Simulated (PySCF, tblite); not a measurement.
C₂H₇ClSi₂.
Atom-mapped SMILES: `[CH2:1]=[CH:2][SiH2:3][SiH2:4][Cl:5]` (hydrogens: H6, H7 on C1; H8 on C2; H9, H10 on Si3; H11, H12 on Si4)

Computed with GFN2-xTB (tblite), gas phase: Langevin dynamics at 300 K from the optimised GFN2-xTB geometry, time step 0.5 fs, friction 0.01 fs⁻¹, 2000 steps. Over the second half of the run the saved frames average 302 K.

Frame at 250 fs, instantaneous temperature 250 K:
```
atom  x, y, z in Å
C1     -2.449    0.791   -0.666
C2     -1.700    0.633    0.410
Si3    -0.491   -0.836    0.681
Si4     1.691   -0.107    0.184
Cl5     2.820   -0.751    1.743
H6     -3.237    1.444   -0.747
H7     -2.033    0.292   -1.564
H8     -1.913    1.297    1.237
H9     -0.678   -2.017   -0.308
H10    -0.806   -1.353    2.004
H11     1.596    1.365    0.152
H12     2.262   -0.421   -1.189
```

Frame at 425 fs, instantaneous temperature 367 K:
```
atom  x, y, z in Å
C1     -2.148    0.712   -0.200
C2     -1.868    0.034    0.907
Si3    -0.755   -1.386    1.088
Si4     1.337   -0.494    0.387
Cl5     2.863   -0.300    1.796
H6     -2.799    1.580   -0.319
H7     -1.687    0.259   -1.101
H8     -2.218    0.343    1.876
H9     -1.219   -2.304   -0.009
H10    -1.057   -1.922    2.354
H11     0.905    0.943    0.178
H12     1.980   -0.951   -0.897
```

Frame at 625 fs, instantaneous temperature 370 K:
```
atom  x, y, z in Å
C1     -2.253    0.198    0.405
C2     -2.075   -0.918    1.076
Si3    -0.374   -1.622    1.253
Si4     1.403   -0.601    0.169
Cl5     2.773    0.246    1.456
H6     -3.280    0.567    0.277
H7     -1.483    0.786   -0.030
H8     -2.893   -1.432    1.545
H9     -0.303   -3.081    0.803
H10    -0.201   -1.700    2.732
H11     1.354    0.372   -0.969
H12     2.083   -1.836   -0.181
```

Frame at 800 fs, instantaneous temperature 315 K:
```
atom  x, y, z in Å
C1     -2.216    0.364    0.321
C2     -1.904   -0.914    0.446
Si3    -0.233   -1.454    1.101
Si4     1.367   -0.183    0.135
Cl5     2.951   -0.043    1.433
H6     -3.160    0.744   -0.017
H7     -1.508    1.132    0.516
H8     -2.649   -1.652    0.123
H9     -0.002   -2.931    0.929
H10    -0.286   -1.173    2.510
H11     0.743    1.135   -0.278
H12     1.883   -0.734   -1.095
```

Frame at 1000 fs, instantaneous temperature 368 K:
```
atom  x, y, z in Å
C1     -2.427   -0.267    1.424
C2     -1.773   -0.946    0.550
Si3    -0.081   -1.728    0.694
Si4     1.636   -0.245    0.264
Cl5     2.938   -0.246    1.881
H6     -3.329    0.243    1.129
H7     -2.326   -0.361    2.480
H8     -2.177   -1.017   -0.443
H9      0.018   -2.628   -0.490
H10     0.098   -2.647    1.844
H11     1.285    1.175    0.023
H12     2.476   -0.735   -0.818
```

**Question.** What do single points at PBE0/pcSseg-1 (PySCF, gas phase) give on these frames?

**Answer.** 
```csv
t (fs),GFN2-xTB E above start (eV),DFT E above lowest frame (eV),HOMO (eV),LUMO (eV),dipole (D)
250,0.48,0.35,-7.48,-0.77,1.74
425,0.51,0.35,-7.78,-1.24,1.95
625,0.30,0.16,-8.21,-1.04,2.59
800,0.20,0.00,-7.89,-0.86,2.02
1000,0.32,0.18,-7.93,-1.15,2.47
```

Both levels order the frames alike by energy; measured from each level's lowest frame they differ by 0.07 eV at most. The HOMO–LUMO gap runs from 6.54 to 7.17 eV. These are instantaneous structures, not minima.

**Question.** And the isotropic GIAO shieldings (ppm) from the same runs?

**Answer.** 
```csv
atom,250 fs,425 fs,625 fs,800 fs,1000 fs,mean,range
C1,40.7,37.0,42.7,40.5,45.8,41.3,8.8
C2,44.0,46.0,49.4,54.1,56.8,50.1,12.8
Si3,415.6,428.6,402.6,431.3,433.4,422.3,30.8
Si4,379.0,349.9,382.2,376.5,369.7,371.5,32.3
Cl5,1035.3,1019.1,1052.7,1045.2,1046.9,1039.8,33.6
H6,25.8,24.4,25.2,25.2,25.5,25.2,1.4
H7,25.3,25.4,25.4,25.8,25.6,25.5,0.5
H8,25.3,25.1,25.1,25.2,25.5,25.2,0.4
H9,26.3,27.1,26.5,27.0,27.3,26.8,1.0
H10,27.4,28.1,26.7,27.8,27.1,27.4,1.4
H11,26.3,25.8,25.7,26.0,26.2,26.0,0.6
H12,25.7,25.5,26.3,26.7,26.4,26.1,1.2
```

What follows is the cost of the whole dynamics run. The run took 14 s of wall time on Intel Xeon at 2.60 GHz, one thread, shared host with 96 logical CPUs at a one-minute load of 17, and the process peaked at 0.18 GiB of memory.
